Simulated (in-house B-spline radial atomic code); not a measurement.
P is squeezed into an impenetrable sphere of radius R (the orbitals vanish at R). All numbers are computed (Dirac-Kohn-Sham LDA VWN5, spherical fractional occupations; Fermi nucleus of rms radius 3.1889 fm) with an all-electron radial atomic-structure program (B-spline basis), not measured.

Energies in eV above the free atom in [Ne] 3s2 3p3:

```
R (bohr)  highest level (eV)  [Ne] 3s2 3p3  [Ne] 3s2 3p2 3d1  [He] 2s2 2p5 3s2 3p3 3d1
    9.56               -5.56      0.005016             8.402                     138.7
    6.21               -5.02        0.3734             10.29                     140.2
    4.81               -3.29         2.431             13.98                     143.2
    3.97             -0.0565         8.005             21.18                     149.4
    3.49                3.78         16.36             30.77                     158.4
    2.83                14.8         46.27             62.49                     190.2
    2.46                27.4         86.38               103                     233.1
    2.33                33.9         108.6               125                     257.1
    1.91                68.9         239.6             251.6                     398.1
    1.23                 268          1139              1094                      1361
```

Does [Ne] 3s2 3p2 3d1 fall below [Ne] 3s2 3p3 under compression?

Yes, between R = 1.91 and 1.23 bohr the order changes (near 1.77 bohr by linear interpolation).

Does [He] 2s2 2p5 3s2 3p3 3d1 fall below [Ne] 3s2 3p3 under compression?

No, it stays above over the whole range.

The highest level is first positive in the row R = 3.49 bohr, pushed up by confinement above the zero of the free ion's potential. Each configuration is held fixed and needn't be the lowest in the sphere.
